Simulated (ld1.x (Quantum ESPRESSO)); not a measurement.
Se: one change to a TM potential, before and after

| Quantity | Value |
| --- | --- |
| Element | selenium |
| Generator | ld1.x (Quantum ESPRESSO) 7.5 |
| Type | norm-conserving Troullier–Martins (Kleinman–Bylander form) |
| Functional | PBE |
| Relativity | scalar-relativistic |
| Frozen core | [Ar] |
| Valence charge | 16 |
| Reference configuration | 3d10 4s2 4p3 (charge +1) |
| Partial waves | 4s (bound): rc 1.55 bohr; 3d (bound): rc 1.20 bohr; 4p (bound): rc 1.70 bohr |
| Local potential | the p channel |
| Core correction | a·sin(br)/r model core, default radius (core density twice the valence density) |

Change: wave 4p (bound): rc 1.70 bohr becomes 4p (bound): rc 1.16 bohr.

Cutoffs: the cutoffs (Ry, on a coarse ladder) from which the occupation-weighted sum of valence levels, in a spherical-Bessel basis at the reference potential, stays within 10 and 1 mRy of its value at 400 Ry; they do not see the model core or the augmentation charge, which bear on the density cutoff. Errors are all-electron minus pseudo energies relative to the spin-unpolarised reference configuration.

Task: What does the change do?

Result: A bound ghost appears in s, which as a rule spoils a file; the number of tests with a reliable result goes from 6 to 7; of the 6 tests that both files solve, the error grows in 5 and shrinks in 1 by more than 15 % and 0.3 meV (median size 6.0 → 12.1 meV).

```tsv
quantity	base	changed
cutoff, loose	230 Ry	230 Ry
cutoff, tight	over 300 Ry	over 300 Ry
loose cutoff by channel (10 mRy a level)	s 21 Ry, d 180 Ry, p 15 Ry	s 35 Ry, d 180 Ry, p 90 Ry
bound ghosts	none	s
tests with a reliable result	6 of 7	7 of 7
error for 3d10 4s2 4p4, meV [ΔE -10.84 eV]	+2.7	+6.7
error for 3d10 4s2 4p2, meV [ΔE 20.35 eV]	-2.4	+5.0
error for 3d10 4s2 4p1, meV [ΔE 51.22 eV]	-8.5	+18
error for 3d9 4s2 4p5, meV [ΔE 40.83 eV]	-979	-132
error for 3d10 4s2 4p4.3, meV [ΔE -12.44 eV]	+3.6	+9.6
error for 3d10 4s0 4p6, meV [ΔE 11.12 eV]	-13	-15
```

 A true bound ghost makes a file unfit for plane-wave use even where its test errors are small: the radial tests pick states by their node count and pass the ghost by.
